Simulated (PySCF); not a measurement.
Structure problem from calculated spectra and properties.

Formula: C5H8F3OP.

| Property | Result |
| --- | --- |
| NMR, other nuclei | isotropic shieldings of nuclei other than C and H, by class: 222 (1 O), 251 (3 F), 320 (1 P) ppm [GIAO KT2/pcSseg-1] |
| Valence photoelectron | vertical ionisation energy: 9.62 eV [ΔSCF PBE0/def2-SVPD] |
| 13C NMR | chemical shifts (computed TMS as zero) by class: 128.8 (1 C), 127.0 (1 C), 118.9 (1 C), 38.7 (1 C), 10.4 (1 C) ppm [GIAO KT2/pcSseg-1] |
| 1H NMR | chemical shifts (computed TMS as zero) by class: 6.06 (1 H), 5.43 (1 H), 5.27 (1 H), 3.07 (1 H), 2.13 (1 H), 1.38 (3 H) ppm [GIAO KT2/pcSseg-1] |
| Rotational structure | rotational constants A, B, C: 1.886, 0.739, 0.709 GHz [PBE0-D3(BJ)/def2-SVP] |
| UV, strongest line | among the 10 lowest singlet transitions: S4 at 7.32 eV (169 nm, f = 0.263) [TDDFT PBE0/def2-SVPD] |
| Polarisability | 89.8 au [PBE0/def2-SVPD] |

Gas-phase values; electronic properties from PySCF, density fitting. Levels stand in brackets. The structure is a single PBE0-D3(BJ)/def2-SVP conformer in the gas phase; no vibrational or solvent corrections. NMR values are class means; diastereotopic atoms form classes of their own.

**Question.** Propose a structure and show how it fits.

**Answer.** Numbering: `[CH2:1]=[CH:2][CH2:3][P@:4]([CH3:5])(=[O:6])[C:7]([F:8])([F:9])[F:10]`. 5 carbons fall into 5 classes; from least to most shielded: CF3 carbon [C7] (128.8 ppm), alkene CH carbon [C2] (127.0 ppm), terminal =CH2 carbon [C1] (118.9 ppm), sp3 carbon bound to phosphorus [C3] (38.7 ppm), sp3 carbon bound to phosphorus [C5] (10.4 ppm). Hydrogen classes from least to most shielded: 1 H on an alkene CH carbon, C2 (6.06 ppm), 1 H on a terminal =CH2 carbon, C1 (5.43 ppm), 1 H on a terminal =CH2 carbon, C1 (5.27 ppm), 1 H on an sp3 carbon bound to phosphorus, C3 (3.07 ppm), 1 H on an sp3 carbon bound to phosphorus, C3 (2.13 ppm), 3 H on an sp3 carbon bound to phosphorus, C5 (1.38 ppm, a mean of values up to 0.8 ppm apart in this geometry). The other shieldings belong to: 222 ppm, phosphoryl oxygen [O6]; 251 ppm, fluorine of a CF3 group [F8/F9/F10]; 320 ppm, phosphoryl phosphorus [P4]. The first electron is taken from the HOMO, whose largest Löwdin shares are 0.25 on the terminal =CH2 carbon, 0.22 on the phosphoryl oxygen, 0.20 on the alkene CH carbon and 0.11 on an sp3 carbon bound to phosphorus. The optimised geometry has point group C1 and is an asymmetric top. Structure: `C=CC[P@](C)(=O)C(F)(F)F`. Computed isomers that give other values at the same levels: `O=[P@@H]1CC[C@H](C(F)(F)F)C1` (13C chemical shifts (computed TMS as zero) by class: 131.6 (1 C), 45.2 (1 C), 31.9 (1 C), 31.4 (1 C), 27.8 (1 C) ppm); `CC[P@](C)(=O)C(F)=C(F)F` (rotational constant A: 1.537 GHz; this holds for the one conformer computed); `COCP(C)C(F)=C(F)F` (rotational constant A: 1.279 GHz; this holds for the one conformer computed). The assignments are read from this structure; whether some other isomer fits the data as well wasn't checked. The mirror image fits equally.

Conformer computed: `[CH2:1]=[CH:2][CH2:3][P@:4]([CH3:5])(=[O:6])[C:7]([F:8])([F:9])[F:10]`: C1–C2–C3–P4 -115°, C2–C3–P4–C5 72°, C3–P4–C7–F8 62°.
